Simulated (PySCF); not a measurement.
# TlSe: frontier orbitals

M06-2X at R = 2.740 Å; basis Tl def2-SVP with ECP60, Se def2-SVP; scalar-relativistic core potentials; PySCF 2.14. State: ²Π (doublet), unpaired electrons π ↑. Only the outer orbitals are listed, counted within each symmetry, core potentials removing the inner ones.

| spin | orbital | occ. | ε (eV) | on Tl (%) | main shells (%) |
| --- | --- | --- | --- | --- | --- |
| α | 11σ | 1 | -11.85 | 83 | 83 Tl s, 14 Se p |
| α | 6π | 1 | -8.28 | 4 | 95 Se p |
| α | 6π | 1 | -7.27 | 7 | 93 Se p |
| α | 12σ | 1 | -7.18 | 32 | 68 Se p, 19 Tl p, 12 Tl s |
| α | 7π | 0 | -1.04 | 96 | 96 Tl p |
| α | 7π | 0 | -0.92 | 94 | 94 Tl p |
| α | 13σ | 0 | 0.79 | 95 | 92 Tl p, 11 Se p |
| β | 10σ | 1 | -17.50 | 12 | 88 Se s |
| β | 11σ | 1 | -11.75 | 84 | 84 Tl s, 11 Se p |
| β | 12σ | 1 | -6.86 | 32 | 68 Se p, 22 Tl p, 9 Tl s |
| β | 6π | 1 | -6.83 | 9 | 91 Se p |
| β | 6π | 0 | -2.63 | 35 | 65 Se p, 34 Tl p |
| β | 7π | 0 | -0.88 | 92 | 92 Tl p |
| β | 7π | 0 | -0.62 | 66 | 66 Tl p, 34 Se p |

Q: Which are the highest filled and the lowest empty level, where do they sit, and how wide is the gap?

A: Highest filled β 6π at -6.83 eV (in %: 91 Se p); lowest empty β 6π at -2.63 eV (in %: 65 Se p, 34 Tl p); the gap at M06-2X is 4.20 eV. Both belong to one degenerate shell, split only by its one-sided filling, so this is no excitation gap.

The bond order (Mayer) is 0.99 and the ⟨S²⟩ is 0.755. The charge on Tl (Mulliken, basis-dependent) is 0.40 and the charge on Tl (Löwdin, basis-dependent) is 0.19. The dipole moment (positive dipole means Tl(−)Se(+)) is -4.01 D.

These are scalar-relativistic numbers at best; spin–orbit coupling would shift them, the dissociation energy most. The state is the lowest determinant that a PBE0 search found; another state may lie lower at other levels.
